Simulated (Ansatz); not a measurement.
These are frozen-core CCSD(T)/def2-TZVPP // B3LYP-D3(BJ)/def2-TZVP (Ansatz, an electronic-structure program) values and carry that method's errors.

Ansatz 0.2 input:
```yaml
crystal:
  periodic: [false, false, false]
  atoms:
    - { symbol: N, position_ang: [-1.088022, -0.038716, 0.083218] }
    - { symbol: Al, position_ang: [0.659759, 0.02355, -0.050459] }
    - { symbol: I, position_ang: [1.948294, -2.083546, -0.102774] }
    - { symbol: I, position_ang: [1.78922, 2.216637, -0.183059] }
    - { symbol: H, position_ang: [-1.685586, 0.772524, 0.110161] }
    - { symbol: H, position_ang: [-1.623666, -0.890449, 0.142913] }
basis:
  gaussian: { orbitals: def2-TZVPP }
correlation:
  method: ccsd_t
```

Output:

```
Functional definition: HF
1563 factors; integrals over basis functions are off by at most 9.8e-4 eV
mean field evaluation 1: about -24244.1736 eV, gradient 3.7e1 eV
mean field evaluation 2: about -24244.2305 eV, gradient 3.7e1 eV
mean field evaluation 4: about -24247.1564 eV, gradient 2.6e0 eV
mean field evaluation 8: about -24247.1940 eV, gradient 2.4e-1 eV
mean field evaluation 16: about -24244.1718 eV, gradient 3.7e1 eV
mean field -24247.19422784 eV, -891.0679525344 hartree, gradient 1.6e-6 eV, S^2 0.000000; 0 other end points of the search recorded, 0 dependent functions left out
14 core orbitals not correlated
reference -24247.19422784 eV, -891.0679525344 hartree; 22, 22 occupied and 165, 165 virtual orbitals, 1563 factors
second order -34.68469035 eV of doubles, -0.00000000 eV of singles
cycle   1  -32.54134529 eV  change     2.1e0 eV  update   1.1e-1
cycle   2  -33.29588909 eV  change   -7.5e-1 eV  update   2.7e-2
cycle   3  -33.37555267 eV  change   -8.0e-2 eV  update   1.2e-2
cycle   4  -33.34517874 eV  change    3.0e-2 eV  update   3.2e-3
cycle   5  -33.34691917 eV  change   -1.7e-3 eV  update   1.7e-3
cycle   6  -33.34792470 eV  change   -1.0e-3 eV  update   4.3e-4
cycle   7  -33.34742643 eV  change    5.0e-4 eV  update   1.8e-4
cycle   8  -33.34734176 eV  change    8.5e-5 eV  update   5.0e-5
cycle   9  -33.34739734 eV  change   -5.6e-5 eV  update   2.0e-5
cycle  10  -33.34739485 eV  change    2.5e-6 eV  update   5.3e-6
perturbative correction -0.87691691 eV, -0.0322261020 hartree
Total energy: -24281.41853959 eV, -892.3256727934 hartree
```

Cost: around 12 core-minutes (rough).
